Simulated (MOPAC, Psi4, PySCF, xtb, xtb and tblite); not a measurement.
Conformational energy of SMILES c1coc(Oc2ccco2)c1 (C8H6O3), singlet. Scanned: dihedral O3–C4–O5–C6; all other coordinates were relaxed at GFN2-xTB. Points at φ and −φ are mirror images.

Atom numbering (GFN2-xTB optimised geometry, Å):
```
17

C      3.1494    -1.0830     0.0721
C      2.5263    -0.6854    -1.0657
O      1.2571    -0.2970    -0.8002
C      1.0782    -0.4516     0.5197
O     -0.0902    -0.1530     1.1252
C     -1.1556     0.3203     0.4457
C     -2.3734     0.6493     0.9680
C     -3.1443     1.0918    -0.1364
C     -2.3426     0.9971    -1.2270
O     -1.1226     0.5253    -0.8790
C      2.2062    -0.9332     1.1197
H      4.1540    -1.4399     0.1654
H      2.8442    -0.6269    -2.0863
H     -2.6671     0.5819     1.9932
H     -4.1585     1.4324    -0.1100
H     -2.4957     1.2183    -2.2632
H      2.3345    -1.1464     2.1589
```

Methods: PM6, restricted, heats of formation // GFN2-xTB (MOPAC); GFN1-xTB // GFN2-xTB (xtb); GFN2-xTB (xtb and tblite); PBE/def2-SVP // GFN2-xTB (Psi4); RKS-B3LYP/6-31G* = restricted B3LYP/6-31G*, spherical d, density fitting // GFN2-xTB (PySCF 2.14.0); PBE-D3(BJ)/def2-SVP // GFN2-xTB (Psi4).

Energies in kJ/mol, each method relative to its own lowest point.

```json
[
 {"φ / °": "-165", "PM6": "5.2", "GFN1-xTB": "0.4", "GFN2-xTB": "1.8", "PBE/def2-SVP": "0.7", "RKS-B3LYP/6-31G*": "1.0", "PBE-D3(BJ)/def2-SVP": "0.7"},
 {"φ / °": "-150", "PM6": "5.0", "GFN1-xTB": "1.7", "GFN2-xTB": "2.5", "PBE/def2-SVP": "2.3", "RKS-B3LYP/6-31G*": "2.1", "PBE-D3(BJ)/def2-SVP": "2.3"},
 {"φ / °": "-135", "PM6": "4.6", "GFN1-xTB": "4.0", "GFN2-xTB": "3.8", "PBE/def2-SVP": "4.1", "RKS-B3LYP/6-31G*": "3.4", "PBE-D3(BJ)/def2-SVP": "4.1"},
 {"φ / °": "-120", "PM6": "3.4", "GFN1-xTB": "6.5", "GFN2-xTB": "5.3", "PBE/def2-SVP": "5.1", "RKS-B3LYP/6-31G*": "3.9", "PBE-D3(BJ)/def2-SVP": "5.2"},
 {"φ / °": "-105", "PM6": "1.8", "GFN1-xTB": "7.9", "GFN2-xTB": "6.2", "PBE/def2-SVP": "4.9", "RKS-B3LYP/6-31G*": "3.3", "PBE-D3(BJ)/def2-SVP": "5.2"},
 {"φ / °": "-90", "PM6": "0.5", "GFN1-xTB": "7.9", "GFN2-xTB": "6.0", "PBE/def2-SVP": "3.9", "RKS-B3LYP/6-31G*": "1.8", "PBE-D3(BJ)/def2-SVP": "4.3"},
 {"φ / °": "-75", "PM6": "0.0", "GFN1-xTB": "6.6", "GFN2-xTB": "4.5", "PBE/def2-SVP": "2.6", "RKS-B3LYP/6-31G*": "0.4", "PBE-D3(BJ)/def2-SVP": "3.1"},
 {"φ / °": "-60", "PM6": "0.2", "GFN1-xTB": "4.7", "GFN2-xTB": "2.5", "PBE/def2-SVP": "1.9", "RKS-B3LYP/6-31G*": "0.0", "PBE-D3(BJ)/def2-SVP": "2.4"},
 {"φ / °": "-45", "PM6": "0.7", "GFN1-xTB": "3.1", "GFN2-xTB": "0.8", "PBE/def2-SVP": "2.5", "RKS-B3LYP/6-31G*": "0.9", "PBE-D3(BJ)/def2-SVP": "3.0"},
 {"φ / °": "-30", "PM6": "1.6", "GFN1-xTB": "2.3", "GFN2-xTB": "0.0", "PBE/def2-SVP": "4.6", "RKS-B3LYP/6-31G*": "3.4", "PBE-D3(BJ)/def2-SVP": "5.1"},
 {"φ / °": "-15", "PM6": "2.7", "GFN1-xTB": "2.4", "GFN2-xTB": "0.2", "PBE/def2-SVP": "8.1", "RKS-B3LYP/6-31G*": "7.3", "PBE-D3(BJ)/def2-SVP": "8.7"},
 {"φ / °": "0", "PM6": "4.1", "GFN1-xTB": "2.8", "GFN2-xTB": "0.6", "PBE/def2-SVP": "13.2", "RKS-B3LYP/6-31G*": "12.8", "PBE-D3(BJ)/def2-SVP": "13.8"},
 {"φ / °": "15", "PM6": "2.7", "GFN1-xTB": "2.4", "GFN2-xTB": "0.2", "PBE/def2-SVP": "8.1", "RKS-B3LYP/6-31G*": "7.3", "PBE-D3(BJ)/def2-SVP": "8.7"},
 {"φ / °": "30", "PM6": "1.6", "GFN1-xTB": "2.3", "GFN2-xTB": "0.0", "PBE/def2-SVP": "4.6", "RKS-B3LYP/6-31G*": "3.4", "PBE-D3(BJ)/def2-SVP": "5.1"},
 {"φ / °": "45", "PM6": "0.7", "GFN1-xTB": "3.1", "GFN2-xTB": "0.8", "PBE/def2-SVP": "2.5", "RKS-B3LYP/6-31G*": "0.9", "PBE-D3(BJ)/def2-SVP": "3.0"},
 {"φ / °": "60", "PM6": "0.2", "GFN1-xTB": "4.7", "GFN2-xTB": "2.5", "PBE/def2-SVP": "1.9", "RKS-B3LYP/6-31G*": "0.0", "PBE-D3(BJ)/def2-SVP": "2.4"},
 {"φ / °": "75", "PM6": "0.0", "GFN1-xTB": "6.6", "GFN2-xTB": "4.5", "PBE/def2-SVP": "2.6", "RKS-B3LYP/6-31G*": "0.4", "PBE-D3(BJ)/def2-SVP": "3.1"},
 {"φ / °": "90", "PM6": "0.5", "GFN1-xTB": "7.9", "GFN2-xTB": "6.0", "PBE/def2-SVP": "3.9", "RKS-B3LYP/6-31G*": "1.8", "PBE-D3(BJ)/def2-SVP": "4.3"},
 {"φ / °": "105", "PM6": "1.8", "GFN1-xTB": "7.9", "GFN2-xTB": "6.2", "PBE/def2-SVP": "4.9", "RKS-B3LYP/6-31G*": "3.3", "PBE-D3(BJ)/def2-SVP": "5.2"},
 {"φ / °": "120", "PM6": "3.4", "GFN1-xTB": "6.5", "GFN2-xTB": "5.3", "PBE/def2-SVP": "5.1", "RKS-B3LYP/6-31G*": "3.9", "PBE-D3(BJ)/def2-SVP": "5.2"},
 {"φ / °": "135", "PM6": "4.6", "GFN1-xTB": "4.0", "GFN2-xTB": "3.8", "PBE/def2-SVP": "4.1", "RKS-B3LYP/6-31G*": "3.4", "PBE-D3(BJ)/def2-SVP": "4.1"},
 {"φ / °": "150", "PM6": "5.0", "GFN1-xTB": "1.7", "GFN2-xTB": "2.5", "PBE/def2-SVP": "2.3", "RKS-B3LYP/6-31G*": "2.1", "PBE-D3(BJ)/def2-SVP": "2.3"},
 {"φ / °": "165", "PM6": "5.2", "GFN1-xTB": "0.4", "GFN2-xTB": "1.8", "PBE/def2-SVP": "0.7", "RKS-B3LYP/6-31G*": "1.0", "PBE-D3(BJ)/def2-SVP": "0.7"},
 {"φ / °": "180", "PM6": "5.3", "GFN1-xTB": "0.0", "GFN2-xTB": "1.6", "PBE/def2-SVP": "0.0", "RKS-B3LYP/6-31G*": "0.6", "PBE-D3(BJ)/def2-SVP": "0.0"}
]
```

Root-mean-square difference from the PBE-D3(BJ)/def2-SVP profile, itself a level with limits, after the best constant shift (kJ/mol): PM6 3.6, GFN1-xTB 3.5, GFN2-xTB 3.9, PBE/def2-SVP 0.2, RKS-B3LYP/6-31G* 1.0.
